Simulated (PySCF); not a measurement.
Ethyldifluoroborane, C2H5BF2.
Bonds: C1–C2, C2–B3, B3–F4, B3–F5. Hydrogens: H6, H7, H8 on C1; H9, H10 on C2.

Computed with core-valence-separated Tamm–Dancoff BHandHLYP/aug-pcX-1 (pcseg-1 on H) in PySCF, non-relativistic, gas phase, PBE0-D3(BJ)/def2-SVP geometry. The energies are unshifted.

**Question.** Give energies, oscillator strengths and core holes at the C K edge.

**Answer.** 
```csv
E (eV),f,core hole on,main final orbital
285.08,0.0029,C2,LUMO+4 (52 %)
285.16,0.0087,C2,LUMO (59 %)
285.34,0.0061,C1,LUMO (76 %)
285.97,0.0257,C2,LUMO+2 (43 %)
286.06,0.0273,C1,LUMO+2 (61 %)
286.24,0.0304,C1,LUMO+6 (41 %)
286.46,0.0041,C2,LUMO+1 (63 %)
286.51,0.0011,C1,LUMO+1 (63 %)
286.67,0.0088,C2,LUMO+3 (57 %)
286.69,0.0035,C1,LUMO+4 (93 %)
```

The first line with a tenth or more of the strongest one's intensity is at 285.16 eV (f = 0.009), with the hole on C2 (sp3 carbon bound to boron). The strongest listed is at 286.24 eV (f = 0.030; C1).

**Question.** Give energies, oscillator strengths and core holes at the F K edge.

**Answer.** 
```tsv
E (eV)	f	core hole on	main final orbital
685.09	0.0194	F4	LUMO+4 (49 %)
685.19	0.0182	F5	LUMO+4 (47 %)
686.51	0.0011	F4/F5	LUMO (2 roots, f summed)
687.79	0.0038	F5	LUMO+1 (39 %)
687.85	0.0037	F4	LUMO+1 (50 %)
687.90	0.0042	F4/F5	LUMO+3 (2 roots, f summed)
688.05	0.0005	F5	LUMO+2 (53 %)
688.09	0.0002	F4	LUMO+2 (58 %)
688.71	0.0060	F5	LUMO+5 (50 %)
```

The first line with a tenth or more of the strongest one's intensity is at 685.09 eV (f = 0.019), with the hole on F4 (boron-bound fluorine). It is also the strongest listed.

**Question.** Give energies, oscillator strengths and core holes at the B K edge.

**Answer.** 
| E (eV) | f | core hole on | main final orbital |
| --- | --- | --- | --- |
| 189.57 | 0.1017 | B3 | LUMO+4 (55 %) |
| 193.04 | 0.0021 | B3 | LUMO (65 %) |
| 194.30 | 0.0040 | B3 | LUMO+1 (70 %) |
| 194.40 | 0.0020 | B3 | LUMO+2 (76 %) |
| 194.50 | 0.0005 | B3 | LUMO+3 (79 %) |
| 195.37 | 0.0003 | B3 | LUMO+5 (66 %) |
| 195.54 | 0.0051 | B3 | LUMO+6 (52 %) |

The first line with a tenth or more of the strongest one's intensity is at 189.57 eV (f = 0.102), with the hole on B3 (three-coordinate boron). It is also the strongest listed.

Roots within 0.03 eV whose holes lie on the same, on equivalent or on shared atoms are summed into one line, and the highest roots are left out, as the search may have cut off their partners. Final orbitals are the ground state's empty Kohn–Sham orbitals.

**Question.** What are the wavelength and the wavenumber of the 285.97 eV line?

**Answer.** λ = 12398.42 eV Å/285.97 eV = 43.356 Å; 2.3065 × 10⁶ cm⁻¹.

The list ends where the root search ended, not at a threshold.

Shape of the structure used: `[CH3:1][CH2:2][B:3]([F:4])[F:5]`: C1–C2–B3–F4 -4°.

One conformer stands for the species.
